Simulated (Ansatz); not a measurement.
Consider the ligand exchange at the Si–C bond: `[SiH3]OC[SiH2]Cl` + CH₃OH → `CO[SiH2]Cl` + `CO[SiH3]`.

Isolated molecules relaxed with PBE0-D4/def2-TZVP in Ansatz; ΔE leaves out vibrations. CBS: MP2 limit from def2 TZ/QZ plus the TZ coupled-cluster correction, frozen cores. This one scheme is used for every species. Functionals use def2-TZVPP. Each species was taken in one conformer, which may not be the lowest.

| level | ΔE (kJ/mol) | difference from CCSD(T)/CBS |
| --- | --- | --- |
| ωB97X-V | -116.4 | 0.0 |
| PBE | -107.2 | 9.2 |
| PBE0 | -110.7 | 5.7 |
| MP2/def2-TZVPP | -120.4 | -4.0 |
| SCS-MP2/def2-TZVPP | -122.3 | -5.9 |
| CCSD(T)/def2-TZVPP | -117.1 | -0.7 |
| HF/def2-QZVPP | -133.1 | -16.7 |
| MP2/def2-QZVPP | -120.3 | -3.9 |
| HF/CBS(def2) | -133.3 | -16.9 |
| MP2/CBS(def2) | -119.7 | -3.3 |
| CCSD(T)/CBS | -116.4 | 0 |

Largest T1 diagnostic among the species: 0.011.

From PBE to PBE0 (25 % exact exchange), in def2-TZVPP and without D4, ΔE moves by −3.5 kJ/mol. In def2-TZVPP, CCSD(T) changes the Hartree–Fock value by +14.9 kJ/mol (the triples alone add +1.6 kJ/mol) and MP2 by +11.7 kJ/mol.
